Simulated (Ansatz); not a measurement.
C2H3BF2O can be A, `O=CCB(F)F`, or B, `C=C(F)B(O)F`.

Computed with Ansatz on PBE0-D4/def2-TZVP structures; ΔE is electronic, products minus reactants. CBS: MP2 limit from def2 TZ/QZ plus the TZ coupled-cluster correction, frozen cores. Functionals use def2-TZVPP. One conformer a species, not always the lowest.

Question: Which isomer does CCSD(T)/CBS put lower? Give the gap. (Estimate.)

Answer: Computed: A, by 52.3 kJ/mol.

Question: Give E(B) − E(A) in kJ/mol with PBE-D4, B2PLYP, r2SCAN-D4, MP2/def2-TZVPP, CCSD/def2-TZVPP, ωB97M-V, HF/def2-TZVPP. (Estimate.)

Answer: Ansatz gave: PBE-D4 52.7, B2PLYP 55.7, r2SCAN-D4 53.2, MP2/def2-TZVPP 61.7, CCSD/def2-TZVPP 57.2, ωB97M-V 52.6, HF/def2-TZVPP 62.6. None reverses the order clearly.

Largest T1 diagnostic: 0.014.
